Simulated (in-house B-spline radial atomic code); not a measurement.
## Ionising Pb⁷⁺ with different functionals

Computed with a radial B-spline atomic code at the basis-set limit: four-component Dirac-Coulomb Hamiltonian, Fermi nucleus of rms radius 5.5012 fm, spin-restricted, spherical fractional occupations for the functionals, and exact exchange of hybrids averaged over the configuration. The ionisation energy is the difference of two self-consistent energies, [Xe] 4f14 5d7 → [Xe] 4f14 5d6, without Breit or QED terms; ε is the level of the shell that loses the electron (mean over j). The electron is taken from both j subshells in proportion to 2j + 1, so the result is a j average, not the step between ground levels.

```json
{"method": "B97-1", "rung": "global hybrid", "ΔSCF (eV)": "122.37", "-ε(5d) (eV)": "115.27"}
{"method": "BHandHLYP", "rung": "global hybrid", "ΔSCF (eV)": "122.23", "-ε(5d) (eV)": "118.08"}
{"method": "CAM-B3LYP", "rung": "range-separated hybrid", "ΔSCF (eV)": "122.32", "-ε(5d) (eV)": "117.12"}
{"method": "wB97X", "rung": "range-separated hybrid", "ΔSCF (eV)": "122.13", "-ε(5d) (eV)": "118.08"}
```

Task: Among the functionals, which spreads more, the ΔSCF values or the orbital energies?

Result: The orbital energies: ΔSCF values span about 0.24 eV and the orbital energies 2.81 eV; here energy differences depend much less on the functional than eigenvalues do.

Task: How do they compare with the NIST value?

Result: NIST lists 120 eV ± 2.1 (tabulated theory, ground level to ground level). Errors run from +2.13 to +2.37 eV; all lie within about twice that uncertainty, so the table can't rank the methods.
